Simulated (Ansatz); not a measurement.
This geometry of CH₅AlOS (9 atoms, charge 0, multiplicity 1) is a first-order saddle point.

All numbers below come from Ansatz, RKS B3LYP-D4/cc-pVDZ.

```xyz
9
Properties=species:S:1:pos:R:3
C -0.098 1.059 -1.261
S 1.378 0.250 -0.470
Al 0.314 -1.296 0.734
O -0.277 -0.935 2.319
H -0.714 0.334 -1.813
H -0.713 1.590 -0.520
H 0.303 1.790 -1.977
H 0.013 -2.762 0.241
H -0.117 -0.076 2.730
```

(1) Which two structures does it join? (They come from a converged band through this point; their orientation in space is the band's.)

(2) How far does it lie above each of them?

## Answers

(1) No bond is made or broken. The dihedral C1–S2–Al3–O4 goes from -180 to 0°.

Image 0:

```xyz
9
Properties=species:S:1:pos:R:3
C -0.018 1.021 -1.491
S 0.170 1.164 0.347
Al -0.005 -0.949 0.936
O 0.098 -1.420 2.593
H -0.156 -0.024 -1.808
H -0.892 1.611 -1.801
H 0.886 1.425 -1.967
H -0.227 -2.079 -0.142
H 0.233 -0.795 3.316
```

Image 8:

```xyz
9
Properties=species:S:1:pos:R:3
C 0.036 1.211 -1.116
S -0.183 -0.594 -1.497
Al -0.093 -1.463 0.511
O 0.135 -0.308 1.785
H 0.137 1.379 -0.036
H 0.937 1.565 -1.635
H -0.843 1.750 -1.496
H -0.229 -3.018 0.754
H 0.191 -0.569 2.712
```

(2) 5.4 kcal/mol above the first and 5.6 kcal/mol above the second. This is the barrier of this one path; another mechanism may lie lower.

The run took 6.5 min on 1 thread of Arm Neoverse V2, with other jobs on the host, peak memory 0.18 GiB.
